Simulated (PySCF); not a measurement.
F²⁺ (fluorine, charge +2) across methods

[He] 2s1 2p4, high-spin 4P determinant (an excited configuration). Computed with PySCF 2.14 in aug-cc-pVQZ (6s5p4d3f2g, 80 functions), with the non-relativistic Hamiltonian (point nucleus). The B2PLYP total includes its PT2 part (frozen core); its orbital energies are those of the SCF part.

```tsv
method	E (hartree)	mean ε 2s α (eV)	mean ε 2p α (eV)	mean ε 2p β (eV)	Σ⟨r²⟩ (bohr²)	⟨S²⟩
B2PLYP	-97.1138	-79.655	-57.803	-49.501	5.084	3.752
HSE06	-97.0869	-74.482	-54.085	-46.913	5.093	3.751
revPBE	-97.1446	-70.393	-51.266	-45.153	5.115	3.751
LDA	-96.4927	-69.841	-51.317	-44.740	5.144	3.752
PBE	-97.0704	-70.326	-51.295	-45.098	5.119	3.751
r2SCAN	-97.1439	-72.787	-52.497	-45.536	5.074	3.752
TPSSh	-97.1653	-72.975	-52.838	-46.327	5.087	3.751
PBE0	-97.0776	-74.938	-54.533	-47.286	5.093	3.751
```

(1) Estimate the same row for UHF.

Results:

(1) E (hartree) = -96.91981; mean ε 2s α (eV) = -88.134; mean ε 2p α (eV) = -63.589; mean ε 2p β (eV) = -52.300; Σ⟨r²⟩ (bohr²) = 5.063; ⟨S²⟩ = 3.753.
